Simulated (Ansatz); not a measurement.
System: bromo-bis(ethenyl)borane, C$_{4}$H$_{6}$BBr, charge 0, multiplicity 1. 
Coordinates optimised at B3LYP-D3(BJ)/def2-TZVP (Ansatz, a first-principles code):
```xyz
12

C     -2.4730    -1.1262     0.2971
C     -1.2198    -1.5917     0.2899
B      0.0589    -0.7524     0.1007
Br    -0.0920     1.1754    -0.1573
C      1.4545    -1.4062     0.1114
C      2.6217    -0.7728    -0.0429
H     -2.6813    -0.0712     0.1630
H     -3.3293    -1.7765     0.4360
H     -1.0858    -2.6632     0.4304
H      1.4889    -2.4846     0.2586
H      3.5700    -1.2980    -0.0244
H      2.6634     0.2995    -0.1936
```
Charge 0, spin multiplicity 1.

Basis-set convergence of Hartree-Fock and CCSD(T) correlation energies (hartree) with Ansatz. Correlated levels leave the core frozen unless marked. No spin-orbit coupling. The frozen core is the preceding noble-gas configuration, with the filled d and f shells of earlier blocks. Non-relativistic.

The Hartree-Fock reference is unstable (checked in the largest basis), which strains HF and MP2. 

```json
[
 {"basis": "cc-pVDZ", "functions": "127", "E(HF)": "-2752.06164", "E(corr, CCSD(T))": "-0.80758"},
 {"basis": "cc-pVTZ", "functions": "277", "E(HF)": "-2752.18354", "E(corr, CCSD(T))": "-0.99350"},
 {"basis": "cc-pVQZ", "functions": "523", "E(HF)": "-2752.19753", "E(corr, CCSD(T))": "-1.05212"}
]
```

Extrapolating the two largest sets (X = 3 and 4) as X^-3: E(corr) = (64·(-1.05212) - 27·(-0.99350))/37 = -1.0949 Eh, an estimate of the basis-set limit. The largest set recovers 96.1 % of it, the smallest 73.8 %.
